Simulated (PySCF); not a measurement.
Gas-phase thermal properties of TiCl₄

Energies from PySCF (xtb for GFN2), thermal terms from the rigid-rotor harmonic-oscillator model, ideal gas at 1 bar. 'Table' is the NASA 1993 thermochemical table (part measured, part estimated). 6-31G* has spherical d functions here. All species are closed-shell singlets. B3LYP is the form with VWN-RPA correlation. The harmonic model lacks anharmonicity and excited electronic states, which grow with temperature; levels with a mode under 35 cm⁻¹ are left out. Soft modes under 120 cm⁻¹ make the harmonic entropy rough for TiCl₄.

```tsv
level	point group	σ	ZPE (kJ/mol)	S°298 (J/mol/K)	Cp298 (J/mol/K)	S°1000 (J/mol/K)	H1000 − H298 (kJ/mol)
table	-	-	-	354.9	95.6	479.4	72.9
B3LYP/6-31G*	Td	12	14.9	353.4	95.8	478.1	73.0
GFN2-xTB	Td	12	13.2	361.2	97.9	486.9	73.5
HF/6-31G*	Td	12	15.5	350.3	95.0	474.5	72.8
PBE/def2-SVP	Td	12	14.7	355.5	96.0	480.2	73.0
PBE0/def2-TZVP	Td	12	15.3	353.2	95.2	477.4	72.8
```
σ: rotational symmetry number. Electronic degeneracy used: 1. Frequencies are unscaled.
